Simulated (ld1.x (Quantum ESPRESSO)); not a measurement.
**What the settings do to the ultrasoft potential of praseodymium**

Base potential:

praseodymium, ultrasoft, made with ld1.x (Quantum ESPRESSO) 7.5 (PBE, scalar-relativistic). Core [Xe], reference 4f3 5d0 6s0 6p0 (charge +2). Waves: 6s (bound, empty): rcut 3.00, rcutus 3.30 bohr; 6s channel at 3.4 Ry: rcut 3.00, rcutus 3.30 bohr; 6p (bound, empty): rcut 4.05, rcutus 4.80 bohr; 6p channel at 1.9 Ry: rcut 4.05, rcutus 4.80 bohr; 5d (bound, empty): rcut 2.30, rcutus 2.50 bohr; 5d channel at 1.45 Ry: rcut 2.30, rcutus 2.50 bohr; 4f (bound): rcut 0.95, rcutus 1.10 bohr; 4f channel at -0.35 Ry: rcut 0.95, rcutus 1.10 bohr. Local part: all-electron potential smoothed inside 0.85 bohr (lloc = -1). Core correction: none. Augmentation charge: built from norm-conserving waves at rcut, not smoothed further.

Cutoffs, loose and tight: the cutoffs (Ry, on a coarse ladder) from which the occupation-weighted sum of valence levels, in a spherical-Bessel basis at the reference potential, stays within 10 and 1 mRy of its value at 400 Ry. They do not see the model core or the augmentation charge, which bear on the density cutoff. Test errors are all-electron minus pseudo excitation energies from the reference, over the configurations 4f3 5d0 6s2 6p0; 4f3 5d0 6s1 6p0; 4f2 5d0 6s0 6p0; 4f3 5d0 6s0 6p1; 4f1 5d0 6s0 6p0; 4f2 5d0 6s2 6p0; 4f3 5d1 6s0 6p0. A dash means not determined; rows that change the core or the reference have their own tests. The largest error is taken over the tests solved by every variant that gives reliable tests at all: 4f1 5d0 6s0 6p0; 4f2 5d0 6s0 6p0; 4f3 5d0 6s0 6p1; 4f3 5d1 6s0 6p0.

Cutoffs are not given where the Bessel-basis levels miss the radial ones by over 6 mRy, ghosts where they miss by over 20 mRy; a channel whose overlap is not positive is not tested.

A file whose overlap is not positive is unfit for use, and its test errors describe a broken file.

| change | outcome | bound ghosts | largest test error (meV) |
| --- | --- | --- | --- |
| base | generated, overlap not positive | not determined (overlap not positive) | -5310 |
| waves 4f (bound): rcut 0.70, rcutus 0.74 bohr; 4f channel at -0.35 Ry: rcut 0.70, rcutus 0.74 bohr | generated, overlap not positive | not determined (overlap not positive) | -5408 |
| waves 4f (bound): rcut 0.78, rcutus 0.82 bohr; 4f channel at -0.35 Ry: rcut 0.78, rcutus 0.82 bohr | generated, overlap not positive | not determined (overlap not positive) | -5390 |
| waves 4f (bound): rcut 0.94, rcutus 1.00 bohr; 4f channel at -0.35 Ry: rcut 0.94, rcutus 1.00 bohr | generated, overlap not positive | not determined (overlap not positive) | -5312 |
| waves 4f (bound): rcut 0.95, rcutus 1.16 bohr; 4f channel at -0.35 Ry: rcut 0.95, rcutus 1.16 bohr | generated, overlap not positive | not determined (overlap not positive) | -5311 |
| waves 4f (bound): rcut 0.95, rcutus 1.22 bohr; 4f channel at -0.35 Ry: rcut 0.95, rcutus 1.22 bohr | generated, overlap not positive | not determined (overlap not positive) | -5312 |
| waves 4f (bound): rcut 0.95, rcutus 1.36 bohr; 4f channel at -0.35 Ry: rcut 0.95, rcutus 1.36 bohr | generated, overlap not positive | not determined (overlap not positive) | -5319 |
| waves 4f (bound): rcut 0.95, rcutus 1.54 bohr; 4f channel at -0.35 Ry: rcut 0.95, rcutus 1.54 bohr | generated, overlap not positive | not determined (overlap not positive) | -5336 |
| waves 4f (bound): rcut 0.95, rcutus 1.62 bohr; 4f channel at -0.35 Ry: rcut 0.95, rcutus 1.62 bohr | generated, overlap not positive | not determined (overlap not positive) | test run stopped at test 3 of 7 (negative norm?), 2 before it not solved |
